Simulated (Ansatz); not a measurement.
Relaxation of AlBrCl3H (6 atoms, charge 0, multiplicity 1), to a largest force component of 0.03 eV/Å in at most 50 steps.

All numbers below come from RKS PBE0/def2-SVP (Ansatz 0.2.0).

```xyz
6
Properties=species:S:1:pos:R:3
Al 0.015 -0.626 -0.516
Cl -0.012 0.122 2.823
Cl 1.819 0.259 -1.040
Cl -1.805 0.207 -1.063
Br 0.053 -2.788 0.449
H 0.108 -1.201 2.694
```

Q: Where does it end, and by what steps?

A: The forces met the threshold. After 7 steps the energy has fallen by 0.331 eV; Cl2 moved furthest, 0.57 Å. Joined: Al1–Cl2 (3.42 → 2.56 Å).

| step | energy less start (eV) | largest force component (eV/Å) | accepted |
| --- | --- | --- | --- |
| 0 | 0.0000 | 1.153 | yes |
| 1 | -0.1581 | 0.848 | yes |
| 2 | -0.2524 | 1.000 | yes |
| 3 | -0.3047 | 0.964 | yes |
| 4 | -0.2880 | 1.076 | no |
| 5 | -0.3249 | 0.453 | yes |
| 6 | -0.3162 | 0.365 | no |
| 7 | -0.3314 | 0.023 | yes |

```xyz
6
Properties=species:S:1:pos:R:3
Al 0.022 -0.625 -0.188
Cl 0.017 0.117 2.258
Cl 1.810 0.253 -0.841
Cl -1.796 0.191 -0.837
Br 0.064 -2.826 0.368
H 0.060 -1.138 2.587
```

Whether the end is a true minimum wasn't checked by a vibrational analysis.

Time of the run: 16 s on 4 threads of Arm Neoverse V2, with other jobs on the host, peak memory 0.28 GiB.
